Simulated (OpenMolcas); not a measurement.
**O²⁺: the spin-orbit constant, Slater's ratio, worked from levels**

- Program: OpenMolcas 26.06
- Basis: ANO-RCC-VQZP [5s4p3d2f1g]
- Scalar Hamiltonian: DKH2, point nucleus
- Active space: 4 electrons in 8 orbitals (2s 2p 3s 3p)
- State averaging: 2S+1 = 3 even, 3 roots; 2S+1 = 1 even, 11 roots; 2S+1 = 5 odd, 1 root; 2S+1 = 3 odd, 9 roots; 2S+1 = 1 odd, 8 roots
- Spin-orbit coupling: RASSI with atomic mean-field integrals over the reference wave functions, term energies averaged over their components

Methods: CASSCF; MS-CASPT2, IPEA 0.25 Eh, imaginary shift 0.1 Eh (closed shells correlated: 1s).

**The spin-orbit constant.** For the Hund term 3P of p2, E(J) = (A/2) J(J+1) + constant and ζ = 2S·A = 2A. From J = 0 to J = 2 the energy changes by 3 A.

```json
{"Source": "CASSCF", "E(2) - E(0)": "317.4", "A": "105.8", "ζ": "212"}
{"Source": "MS-CASPT2", "E(2) - E(0)": "317.1", "A": "105.7", "ζ": "211"}
```

All in cm-1. Both methods take the spin-orbit matrix elements from the reference wave functions, so the second can move ζ only through the term energies and any multistate remixing. Second-order mixing with other terms is absorbed into this ζ.

**Slater's ratio.** With one set of orbitals, p2 has 1D - 3P = 6 F2 and 1S - 1D = 9 F2 (F2 = F²/25), a ratio of 3/2. Term energies are centres of gravity, weighted by 2J + 1.

```
   Source  1D - 3P  1S - 3P  F2 from the first  Ratio
   CASSCF    22775    39447               3796  0.732
MS-CASPT2    20437    42749               3406  1.092
```

Energies in cm-1. A ratio away from 3/2 shows effects beyond one configuration with one set of orbitals, and in heavier atoms second-order spin-orbit shifts. In CASSCF the valence s occupation is 1.88 in 1S against 1.96 in 1D: mixing out of s² acts most on 1S and pulls it down.

CASPT2 does not keep the components of a term degenerate, so their means are used; among the terms shown or strongly mixed into the levels shown the widest spread is 36 cm-1 (2s2 2p2 1D, MS-CASPT2). Active for correlation alone: 3p 3s; no level in the range computed is led by a configuration that fills them, so any true level of that kind is missing. Levels of configurations outside the active space are missing.
